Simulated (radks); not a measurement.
Charge is removed step by step from the 1s down level of the gadolinium ion Gd62+, starting from 1s(up 1, down 1). Method: scalar-relativistic Kohn-Sham, PBE, spin-polarised, spherical densities, point nucleus; computed with a radial shooting solver on a logarithmic mesh with Libxc functionals.

\begin{tabular}{lrr}
removed (e) & E - E(0) (eV) & eigenvalue (eV) \\ \hline
0 & 0.000 & -57530 \\
0.25 & 14412.2 & -57766 \\
0.5 & 28882 & -57988 \\
0.75 & 43404 & -58181 \\
\end{tabular}

The mean slope of the eigenvalue, de/dn, is 868 eV per electron.
